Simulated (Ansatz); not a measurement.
H4GeOSi, SMILES `[OH][Ge][SiH3]` (excited triplet; H–O–Ge–Si torsion 102°) (charge 0, multiplicity 3). This triplet is an excited state, 1.32 eV above the relaxed singlet at the level frozen-core CCSD(T)/cc-pVTZ // B3LYP-D3(BJ)/def2-TZVP (Ansatz, an electronic-structure program).

These are B3LYP/cc-pVTZ // B3LYP-D3(BJ)/def2-TZVP (Ansatz) values and carry that method's errors.

Ansatz 0.2 input:
```yaml
crystal:
  periodic: [false, false, false]
  atoms:
    - { symbol: O, position_ang: [2.295905, 0.341808, -0.346556] }
    - { symbol: Ge, position_ang: [1.008871, -0.924937, -0.504043] }
    - { symbol: Si, position_ang: [-1.198774, -0.030429, 0.024839] }
    - { symbol: H, position_ang: [2.80874, 0.261997, 0.465905] }
    - { symbol: H, position_ang: [-1.261669, 0.442362, 1.429204] }
    - { symbol: H, position_ang: [-1.542534, 1.085809, -0.887325] }
    - { symbol: H, position_ang: [-2.110539, -1.17661, -0.182023] }
basis:
  gaussian: { orbitals: cc-pVTZ }
hamiltonian:
  xc: b3lyp
magnetization:
  spin_polarized: true
  initial_magnetization: 2
```

Output:

```
Functional definition: B3LYP
1105 factors; their error is unknown
mean field evaluation 1: about -66504.5970 eV, gradient 4.2e1 eV
mean field evaluation 2: about -66454.6691 eV, gradient 1.1e2 eV
mean field evaluation 4: about -66510.3901 eV, gradient 5.6e0 eV
mean field evaluation 8: about -66510.5885 eV, gradient 1.2e-1 eV
mean field evaluation 16: about -66510.7734 eV, gradient 3.1e-4 eV
mean field -66510.77343428 eV, -2444.2258410883 hartree, gradient 3.1e-5 eV, S^2 2.003783; 0 other end points of the search recorded, 0 dependent functions left out
reference -66510.77368975 eV, -2444.2258504768 hartree; 30, 28 occupied and 133, 135 virtual orbitals, 1105 factors
Total energy: -66510.77368975 eV, -2444.2258504768 hartree
```
